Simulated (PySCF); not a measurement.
## Polarisability and C₆ of Cu (copper, neutral)

[Ar] 3d9 4s2, 2D determinant (an excited configuration). Computed with PySCF 2.14 in aug-cc-pVTZ-PP with one added diffuse shell each of s, p, d, f, g type with ECP10MDF (7s7p6d4f3g, 113 functions), with a scalar-relativistic core potential. Coupled (time-dependent) response in atomic units; α is the mean over directions.

```csv
method,mean α (bohr³),"α xx, yy, zz",C₆ (like pair),S(−4)
wB97X,43.24,"43.57, 43.57, 42.57",329.1,955.9
```

S(−4) is the Cauchy moment in α(ω) = α(0) + S(−4) ω² + …

α(iu) at wB97X:

| u (hartree) | α(iu) (bohr³) |
| --- | --- |
| 0 | 43.24 |
| 0.0500 | 40.99 |
| 0.100 | 35.58 |
| 0.200 | 23.93 |
| 0.300 | 16.16 |
| 0.500 | 8.736 |
| 0.750 | 5.160 |
| 1.00 | 3.547 |
| 1.50 | 2.102 |
| 2.00 | 1.450 |
| 3.00 | 0.8481 |
| 5.00 | 0.4133 |

A single London oscillator, α(iu) = α/(1 + u²/ω²), gives C₆ = (3/4) ω α². Matching the computed C₆ needs ω = 4 × 329.1 / (3 × 43.24²) = 0.235 hartree.

The components differ because the open shell of this determinant is not spherical; for a pure term their mean is the scalar polarisability.

Energies and moments cover only the electrons outside the core potential.
